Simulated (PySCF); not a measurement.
GaHBr2, SMILES [Br][GaH][Br]. The structure is a stationary point at PBE-D3(BJ)/def2-SVP.

These are PySCF 2.14.0 with PBE-D3(BJ)/def2-SVP values and carry that method's errors.

Harmonic wavenumbers (cm⁻¹): 89, 275, 328, 402, 573, 1968. Rotational constants (GHz): 6.563, 0.8315, 0.7380; symmetry number 2.

Problem. Work out the zero-point energy and the ideal-gas rigid-rotor harmonic-oscillator thermochemistry at 298.15 K and 1 atm.

Solution. ZPE = ½ Σ hcν = ½ × 3634 cm⁻¹ = 21.74 kJ/mol. H − E(el) = 37.11 kJ/mol. Entropy in J/(mol K): translation 176.60, rotation 114.61, vibration 33.35, total 324.55. G − E(el) = -59.65 kJ/mol. Cp = 66.17 J/(mol K). Modes under 150 cm⁻¹ make the vibrational entropy uncertain.
